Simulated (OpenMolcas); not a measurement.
**Fe2+, Ru2+, Os2+: d⁶ down the group**

* Program: OpenMolcas
* Method: MS-CASPT2, IPEA 0.25 Eh, imaginary shift 0.1 Eh
* Basis: ANO-RCC-VTZP
* Scalar Hamiltonian: DKH2, point nucleus
* Spin-orbit coupling: RASSI with atomic mean-field integrals over the reference wave functions, term energies averaged over their components

Active space for each ion: 6 electrons in 6 orbitals (d s); closed shells correlated by CASPT2: Fe2+ 3s 3p; Ru2+ 4s 4p; Os2+ 5s 5p.

Computed levels in cm-1 above ⁵D₄:

| Level | Fe2+ | Ru2+ | Os2+ |
| --- | --- | --- | --- |
| ⁵D₃ | 480 | 1228 | 4610 |
| ⁵D₂ | 814 | 1943 | 4560 |
| ⁵D₁ | 1028 | 2410 | 6980 |
| ⁵D₀ | 1133 | 2640 | 7310 |
| ³H₆ | 20050 | 16200 | 18250 |
| ³H₅ | 20280 | 16380 | 25330 |
| ³P₁(1) | 20360 | 18990 | 29000 |
| ³G₅ | 24350 | 19590 | 17230 |
| ³G₃ | 24960 | 20800 | 25970 |
| weight of ⁵D in the lowest level (%) | 100 | 98 | 86 |

Mixed levels, with the weight of the term that names them: Os2+ ⁵D₂ (68 %), Os2+ ³H₅ (58 %), Os2+ ³P₁(1) (64 %), Os2+ ³G₅ (59 %), Os2+ ³G₃ (50 %).

Measured, with the error of the calculation in %. Measured levels: Fe2+ from Corliss and Sugar, J. Phys. Chem. Ref. Data 11, 135 (1982); Ru2+ from Moore, Atomic Energy Levels, vol. III, NSRDS-NBS 35 (1971 reprint of NBS Circular 467, 1958).

```tsv
Level	Fe2+	Ru2+
⁵D₃	436 (+10.0)	1159 (+6.0)
⁵D₂	739 (+10.1)	1826 (+6.4)
⁵D₁	932 (+10.2)	2266 (+6.5)
⁵D₀	1027 (+10.3)	2476 (+6.6)
³H₆	20051 (0)	
³H₅	20301 (-0.1)	
³P₁(1)	20688 (-1.6)	
³G₅	24559 (-0.9)	
³G₃	25142 (-0.7)
```

The fine-structure level ⁵D₀ changes by a factor of 6.45 from Fe2+ to Os2+.

Without spin-orbit coupling ³H lies 19810, 15600, 15720 cm-1 above ⁵D in that order; the difference to the level ³H₆, of either sign, comes from spin-orbit coupling, which also lowers the zero.

CASPT2 breaks the degeneracy within a term, and the mean is taken; among the terms shown or strongly mixed into the levels shown the widest spread is 1300 cm-1 (5d⁶ ¹I, Os2+). Over all roots computed the reference weight is 0.88 to 0.95 in Fe2+; the roots of lowest weight are the least certain, and an intruder state may touch them. Blocks of more than 70 roots (2S+1 = 3 even) ran without multistate coupling. Some high roots are left out of the spin-orbit mixing, which shifts the levels that they would mix with. Terms from blocks run as CI alone lack orbitals of their own. Configurations are named by rounded mean occupations; where the s occupation lies near a half they are strongly mixed, a name can repeat and a true partner stay unpaired (holds for Os2+). The lowest spin-free term belongs to 5d⁵ 6s, not to the configuration of the lowest level (holds for Os2+). Measured partners are found by configuration, term and J. A level has none where our copy of the source lacks it or the pairing is in doubt (some pairs that miss far off the trend of their configuration count as doubtful), and it then counts in no deviation. Only configurations of the active space appear.

A number in round brackets counts repeated terms of one configuration in the order of the reference energies.
